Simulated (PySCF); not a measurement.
H₂ (SMILES [H][H]), singlet, geometry from GFN2-xTB. Base run: PySCF with HF/3-21G.

Geometry (Å):
```xyz
2

H      0.0000     0.0000    -0.3883
H      0.0000     0.0000     0.3883
```
Charge 0, spin multiplicity 1.
All else is at PySCF's defaults.

Variants of this job, named by their change:

```
change                                     E (Eh)  HOMO (eV)  HOMO-LUMO gap (eV)
---------------------------------------  --------  ---------  ------------------
base                                     -1.12177     -15.82               22.72
functional = b97m_v                      -1.16204     -10.60               12.43
functional = wb97x_v                     -1.16277     -14.42               20.11
functional = b3lyp; dispersion = d4      -1.17014     -11.50               14.42
functional = pw6b95                      -1.16481     -11.83               15.23
functional = lda,vwn                     -1.12855      -9.95               12.20
functional = pbe0                        -1.15909     -11.72               15.04
functional = r2scan                      -1.16185     -10.57               13.21
functional = b97-1                       -1.16256     -11.47               14.63
functional = b3lyp; dispersion = d3zero  -1.17002     -11.50               14.42
functional = blyp; dispersion = d3bj     -1.15978     -10.03               12.26
functional = hse06                       -1.15930     -11.31               14.23
functional = wb97m_v                     -1.14994     -14.09               19.58
```

Total energies compare only within one method and basis.
